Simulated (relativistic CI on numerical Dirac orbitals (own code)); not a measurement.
## Electric-dipole transitions in Nd3+

Method of calculation: Dirac-Coulomb-Breit CI, orbitals from a KLI potential per configuration, a model potential for QED, valence Slater integrals scaled by 0.85, P86 correlation energy added to each configuration (own radial code, finite nucleus).

CI space (outside the closed core [Kr] 4d10 5s2): 4f³5p⁶, 4f²5p⁶5d, 4f²5p⁶6s, 4f³5p⁵5d, 4f²5p⁶6p, 4f⁴5p⁵, 4f²5p⁶6d, 4f²5p⁶7s, 4f²5p⁶5f, 4f²5p⁶7p, 4f³5p⁵6s, 4f²5p⁶6f, 4f²5p⁶7d, 4f5p⁶5d5f, 4f²5p⁶8s, 4f²5p⁶5g, 4f²5p⁶8p, 4f5p⁶5d6p, 4f5p⁶5g6p, 4f5p⁶6s6p, 4f5p⁶5f5g, 4f5p⁶5d², 5p⁶5d³, 5p⁶5d²6s, 4f5p⁵5d³, 5p⁶5d²6p, 5p⁶5d²6d, 4f5p⁶5d6s, 5p⁶5d6s², 4f5p⁵5d²6s, 5p⁶5d6s6p, 5p⁶5d6s6d, 4f5p⁶6s², 4f5p⁵5d6s², 5p⁶6s²6p, 5p⁶6s²6d. Double excitations out of closed p, d and f shells are left out; levels of such configurations are missing from the list, as are those of other unlisted configurations, and high levels can miss mixing partners.

```csv
λ vac (Å),Lower,Upper,A (s⁻¹),E lower (eV),E upper (eV)
564.45,4f³5p⁶ ⁴I°9/2 [1],4f³5p⁵5d ⁴K11/2 [398],1.18e+07,0.0000,21.9657
582.22,4f³5p⁶ ⁴I°9/2 [1],4f³5p⁵5d ⁶I11/2 [323],4.52e+05,0.0000,21.2950
582.31,4f³5p⁶ ⁴I°11/2 [2],4f³5p⁵5d ⁶I13/2 [341],1.46e+05,0.2200,21.5118
582.61,4f³5p⁶ ⁴I°13/2 [3],4f³5p⁵5d ⁶I15/2 [367],3.64e+05,0.4548,21.7356
585.18,4f³5p⁶ ⁴I°15/2 [4],4f³5p⁵5d ⁶L17/2 [386],3.38e+06,0.6994,21.8869
603.84,4f³5p⁶ ⁴I°15/2 [4],4f³5p⁵5d ⁶K15/2 [319],2.43e+05,0.6994,21.2319
606.23,4f³5p⁶ ⁴I°13/2 [3],4f³5p⁵5d ⁶K13/2 [292],6.65e+04,0.4548,20.9066
608.56,4f³5p⁶ ²H°9/2 [6],4f³5p⁵5d ⁴K11/2 [398],4.39e+05,1.5923,21.9657
608.95,4f³5p⁶ ²H°9/2 [6],4f³5p⁵5d ⁶H9/2 [393],2.11e+05,1.5923,21.9526
614.48,4f³5p⁶ ⁴F°3/2 [5],4f³5p⁵5d ⁶G5/2 [370],1.13e+06,1.5862,21.7632
629.28,4f³5p⁶ ²H°9/2 [6],4f³5p⁵5d ⁶I11/2 [323],7.84e+04,1.5923,21.2950
921.98,4f³5p⁶ ⁴I°15/2 [4],4f²5p⁶6s ⁴H13/2 [151],2.16e+05,0.6994,14.1470
927.15,4f³5p⁶ ⁴I°13/2 [3],4f²5p⁶6s ⁴H11/2 [149],1.87e+05,0.4548,13.8275
931.76,4f³5p⁶ ⁴I°11/2 [2],4f²5p⁶6s ⁴H9/2 [147],1.18e+05,0.2200,13.5263
956.50,4f³5p⁶ ²H°9/2 [6],4f²5p⁶6s ²F7/2 [158],7.04e+05,1.5923,14.5546
962.21,4f³5p⁶ ²H°9/2 [6],4f²5p⁶6s ⁴F9/2 [156],1.14e+05,1.5923,14.4777
980.55,4f³5p⁶ ⁴F°3/2 [5],4f²5p⁶6s ⁴F3/2 [152],7.86e+05,1.5862,14.2305
1009.6,4f³5p⁶ ²H°9/2 [6],4f²5p⁶6s ²H9/2 [150],4.69e+05,1.5923,13.8729
```

Terms are leading LS components. Brackets give the number of a level in order of energy, since labels repeat. The list gives strong lines, with weight on those to low levels, without lines whose two gauges differ by over a factor of 2.5, among the lowest 400 of 7797 levels, so that lines to higher ones, which can be the strongest, are missing, and without lines across small gaps between configurations, and without 261 lines that miss the measured interval by over 3.5 %, start from a term whose rates miss tabulated ones by over 60 %, have gauges far apart or, lacking measured levels, span too small a gap for the errors found; lines with a level outside our table were not tested and can miss by more. Levels whose partners in the same complex of configurations lie outside the list can be far off, and so can their lines. Rates are taken at the computed energies, electric ones in the length gauge.

Correlation outside the listed configurations is missing or only estimated: errors of thousands of cm⁻¹ between configurations and terms are usual at this charge. Rates and lifetimes follow the computed energies and can be off by large factors. The fine structure of a lone outer electron comes out too small, for d and f at times inverted, and misplaced configurations move strength between like terms. 31 of the 32 excited levels that our extract of the measured tables holds in this range could be paired (the sources list more); they are missed by 1210 cm⁻¹ on average and 3372 at most, and levels without a partner can miss by more.

LS names give the leading component of a level, which can be under half, so a name can repeat, a term be missing and a line seem to break the LS rules.
